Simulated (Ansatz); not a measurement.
Relaxation of C2H3BFN (8 atoms, charge 0, multiplicity 1), to a largest force component of 0.02 eV/Å in at most 50 steps.

Method: UKS PBE/6-31G* in Ansatz 0.2.0.

```xyz
8
Properties=species:S:1:pos:R:3
C -0.341 -0.689 0.757
B 0.519 0.012 -0.378
F 1.741 -0.606 -0.754
C 0.158 1.319 -1.081
N -0.245 2.276 -1.623
H -1.309 -0.025 0.898
H -0.647 -1.667 0.436
H 0.216 -0.678 1.690
```

Problem. Where does it end, and by what steps?

Solution. The run converged. The force dipped under the threshold on the way, but the program's further checks kept it going. After 22 steps the energy has fallen by 0.316 eV; H7 moved furthest, 0.74 Å.

```json
{"step": "0", "energy less start (eV)": "0.0000", "largest force component (eV/Å)": "3.102", "accepted": "yes"}
{"step": "1", "energy less start (eV)": "-0.2305", "largest force component (eV/Å)": "1.309", "accepted": "yes"}
{"step": "2", "energy less start (eV)": "-0.2411", "largest force component (eV/Å)": "1.086", "accepted": "yes"}
{"step": "3", "energy less start (eV)": "-0.2879", "largest force component (eV/Å)": "1.051", "accepted": "yes"}
{"step": "4", "energy less start (eV)": "-0.3072", "largest force component (eV/Å)": "0.146", "accepted": "yes"}
{"step": "5", "energy less start (eV)": "-0.3092", "largest force component (eV/Å)": "0.031", "accepted": "yes"}
{"step": "6", "energy less start (eV)": "-0.3109", "largest force component (eV/Å)": "0.013", "accepted": "yes"}
{"step": "7", "energy less start (eV)": "-0.2937", "largest force component (eV/Å)": "0.579", "accepted": "no"}
{"step": "8", "energy less start (eV)": "-0.3117", "largest force component (eV/Å)": "0.045", "accepted": "yes"}
{"step": "9", "energy less start (eV)": "-0.3067", "largest force component (eV/Å)": "0.263", "accepted": "no"}
{"step": "10", "energy less start (eV)": "-0.3128", "largest force component (eV/Å)": "0.013", "accepted": "yes"}
{"step": "11", "energy less start (eV)": "-0.3135", "largest force component (eV/Å)": "0.052", "accepted": "yes"}
{"step": "12", "energy less start (eV)": "-0.3136", "largest force component (eV/Å)": "0.101", "accepted": "yes"}
{"step": "13", "energy less start (eV)": "-0.3141", "largest force component (eV/Å)": "0.070", "accepted": "yes"}
{"step": "14", "energy less start (eV)": "-0.3144", "largest force component (eV/Å)": "0.067", "accepted": "yes"}
{"step": "15", "energy less start (eV)": "-0.3149", "largest force component (eV/Å)": "0.006", "accepted": "yes"}
{"step": "16", "energy less start (eV)": "-0.3152", "largest force component (eV/Å)": "0.057", "accepted": "yes"}
{"step": "17", "energy less start (eV)": "-0.3153", "largest force component (eV/Å)": "0.031", "accepted": "yes"}
{"step": "18", "energy less start (eV)": "-0.3154", "largest force component (eV/Å)": "0.026", "accepted": "yes"}
{"step": "19", "energy less start (eV)": "-0.3154", "largest force component (eV/Å)": "0.049", "accepted": "no"}
{"step": "20", "energy less start (eV)": "-0.3155", "largest force component (eV/Å)": "0.029", "accepted": "yes"}
{"step": "21", "energy less start (eV)": "-0.3155", "largest force component (eV/Å)": "0.022", "accepted": "yes"}
{"step": "22", "energy less start (eV)": "-0.3156", "largest force component (eV/Å)": "0.010", "accepted": "yes"}
```

```xyz
8
Properties=species:S:1:pos:R:3
C -0.341 -0.660 0.734
B 0.444 -0.095 -0.491
F 1.309 -0.835 -1.189
C 0.259 1.377 -0.969
N 0.083 2.493 -1.292
H -1.431 -0.558 0.574
H -0.107 -1.716 0.940
H -0.123 -0.062 1.639
```

The run took 43 s on 2 threads of Arm Neoverse V1, on a shared host, peak memory 0.16 GiB.
